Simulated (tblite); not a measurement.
C₆H₁₀O₂ (charge -1 and doublet state).
Z-matrix (Å and degrees, GFN2-xTB geometry), rows numbered from 1:
```
C 
C   1  1.3665
O   2  1.4094  1  118.59
C   3  1.4091  2  114.19  1    81.66
C   2  1.5006  1  126.45  3   175.53
C   5  1.5305  2  114.35  1    39.71
C   5  1.5036  2  100.21  1   -82.37
O   7  1.2697  5  125.41  2  -100.11
H   1  1.0744  2  121.59  3   177.89
H   1  1.0779  2  121.02  3    -8.29
H   4  1.0933  3  106.89  2   178.54
H   4  1.0986  3  111.25  2   -62.43
H   4  1.0934  3  110.93  2    58.98
H   5  1.0955  2  108.73  1   163.17
H   6  1.0876  5  110.14  2   -63.36
H   6  1.0904  5  110.65  2    56.55
H   6  1.0901  5  110.21  2   177.25
H   7  1.1069  5  113.71  2    68.34
```

All values are computed: GFN2-xTB (tblite) harmonic vibrations without scaling, gas phase. Against measured fundamentals such values can be off by several per cent, at times by over 20. One conformer, not necessarily the lowest. Open shells enter through the occupations alone, without spin polarisation, and single modes of such species can be off by tens of per cent.

Harmonic wavenumbers (cm⁻¹): 60.1, 96.4, 119.6, 175.7, 190.1, 233.3, 248.6, 267.0, 287.6, 399.4, 430.4, 484.0, 533.3, 551.1, 573.0, 620.3, 800.3, 894.1, 913.0, 1013.9, 1046.2, 1072.6, 1095.4, 1134.2, 1143.8, 1175.1, 1218.0, 1308.7, 1333.7, 1377.2, 1394.3, 1399.7, 1477.0, 1492.2, 1500.5, 1507.1, 1513.1, 1598.9, 2701.4, 2877.8, 2927.8, 2952.0, 2958.5, 2980.8, 2990.9, 3025.3, 3071.5, 3118.3.

A = 2386, B = 1891, C = 1279 MHz; mass 114.068 u (most abundant isotopes); point group C1, symmetry number 1; spin multiplicity 2.

Q: What is the zero-point energy?

A: ½Σν̃ = 31142 cm⁻¹ = 372.53 kJ/mol.

Q: Give the ideal-gas entropy at 200 K and 1 bar in the rigid-rotor, harmonic-oscillator model (classical rotation).

A: Translation 159.63, rotation 113.89, vibration 75.24, spin (R ln 2) 5.76: S = 354.5 J/(mol K).

Q: And Cp and H(200 K) − H(0)?

A: Cp = 121.80 J/(mol K), of which vibrations give 88.54 (their classical limit is 48 R = 399.1); H(200 K) − H(0) = 15.36 kJ/mol without the zero-point energy, 8.71 from vibrations.

Q: What must be added to the electronic energy to get the Gibbs energy at 200 K and 1 bar?

A: ZPE + [H(200 K) − H(0)] − T·S = 372.53 + 15.36 − 70.91 = 316.98 kJ/mol.

Q: How do the functions run with temperature in this model?

A: 
```csv
T (K),S (J/(mol K)),Cp (J/(mol K)),H − H(0) (kJ/mol),G − H(0) (kJ/mol),ln q(vib)
100,286.1,78.7,5.24,-23.37,1.29
300,411.1,159.4,29.43,-93.89,6.43
500,509.0,226.9,68.35,-186.15,11.52
800,631.8,295.3,147.54,-357.91,18.67
1000,701.1,325.6,209.78,-491.35,23.07
```

q(vib) and H(0) count from the zero-point level.

Q: Which modes carry the vibrational entropy at 200 K?

A: 60.1 cm⁻¹: 15.35; 96.4 cm⁻¹: 11.52; 119.6 cm⁻¹: 9.82; 175.7 cm⁻¹: 6.90; 190.1 cm⁻¹: 6.33; 233.3 cm⁻¹: 4.92 J/(mol K); the other 42 give 20.40 together.

Hindered rotation and anharmonicity are outside this model. Other conformers, if any are populated, would add a mixing term that is left out. The structure is chiral; the term R ln 2 for an equal mix with its mirror image is left out.
